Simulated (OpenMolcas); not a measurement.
## A ladder of methods for InNH3Cl (SMILES [NH2][InH][Cl])

InNH3Cl has 6 atoms, charge 0, and is taken as a singlet. SMILES: `[NH2][InH][Cl]`. Geometry: relaxed at PBE0-D4/def2-TZVP.

Quantity: the HOMO–LUMO gap, in eV. The values are calculated.

| level | kind | program | value (eV) | CPU time |
| --- | --- | --- | --- | --- |
| HF/def2-SVPD (core potential) | Hartree–Fock | OpenMolcas | 11.95 | 21 s |
| SVWN5/def2-SVPD (core potential) | LDA | OpenMolcas | 4.19 | 38 s |
| M06-L/def2-SVPD (core potential) | meta-GGA | OpenMolcas | 4.76 | 93 s |
| r2SCAN/def2-SVPD (core potential) | meta-GGA | OpenMolcas | 4.78 | 76 s |
| B3LYP/def2-SVPD (core potential) | global hybrid | OpenMolcas | 5.78 | 73 s |
| BHLYP/def2-SVPD (core potential) | global hybrid | OpenMolcas | 8.19 | 66 s |
| PBE0/def2-SVPD (core potential) | global hybrid | OpenMolcas | 6.29 | 71 s |
| B2PLYP/def2-SVPD (core potential) | double hybrid | OpenMolcas | 8.39 | 54 s |

The values span 4.19 to 11.95 eV. Orbital gaps aren't excitation energies, and those of double hybrids come from the SCF part alone; they tend to grow with the share of exact exchange. CPU times are rough (shared hosts, several kinds of processor and program).
